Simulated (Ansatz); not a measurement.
Geometry optimisation, RKS PBE0/def2-SVP in Ansatz 0.2.0.

Input:

```yaml
crystal:
  periodic: [false, false, false]
  atoms:
    - { symbol: Si, position_ang: [-0.754747, -0.344063, 0.286424] }
    - { symbol: H, position_ang: [1.571643, -0.156011, 1.571092] }
    - { symbol: F, position_ang: [1.897106, 0.286196, 0.826931] }
    - { symbol: Si, position_ang: [-1.16315, 1.798656, -0.765502] }
    - { symbol: H, position_ang: [-2.623165, 1.826503, -1.130437] }
    - { symbol: H, position_ang: [-0.915368, 2.925427, 0.191316] }
    - { symbol: H, position_ang: [-0.372493, 2.04261, -2.013005] }
    - { symbol: F, position_ang: [-0.641825, -1.236719, -1.088519] }
basis:
  gaussian: { orbitals: def2-SVP }
hamiltonian:
  xc: pbe0
relax:
  f_tol: 0.03
  max_steps: 50
```

Run as:

```bash
$ ansatz run input.yaml --threads 2 --pin off --max-ram 3072MiB --backend cpu --events-out ev --progress --plain --runs-dir out
```

Problem. Where does it end, and by what steps?

Solution. It converged. After 13 steps the energy has fallen by 0.123 eV; F3 moved furthest, 0.54 Å.

| step | energy less start (eV) | largest force component (eV/Å) | accepted |
| --- | --- | --- | --- |
| 0 | 0.0000 | 0.246 | yes |
| 1 | -0.0243 | 1.591 | yes |
| 2 | -0.0913 | 0.656 | yes |
| 3 | -0.1038 | 0.281 | yes |
| 4 | -0.1121 | 0.184 | yes |
| 5 | -0.1183 | 0.146 | yes |
| 6 | -0.1177 | 0.167 | no |
| 7 | -0.1210 | 0.047 | yes |
| 8 | -0.1216 | 0.031 | yes |
| 9 | -0.1222 | 0.052 | yes |
| 10 | -0.1224 | 0.098 | yes |
| 11 | -0.1228 | 0.049 | yes |
| 12 | -0.1230 | 0.073 | yes |
| 13 | -0.1232 | 0.008 | yes |

```xyz
8
Properties=species:S:1:pos:R:3
Si -0.804 -0.315 0.458
H 1.766 -0.169 1.300
F 1.432 0.274 0.554
Si -1.145 1.791 -0.697
H -2.514 1.814 -1.314
H -1.070 2.949 0.255
H -0.146 2.022 -1.791
F -0.520 -1.224 -0.887
```

Whether the end is a true minimum wasn't checked by a vibrational analysis.

Time of the run: 17 s on 2 threads of AMD EPYC 7B13 (Zen 3), on a shared host, peak memory 0.18 GiB.
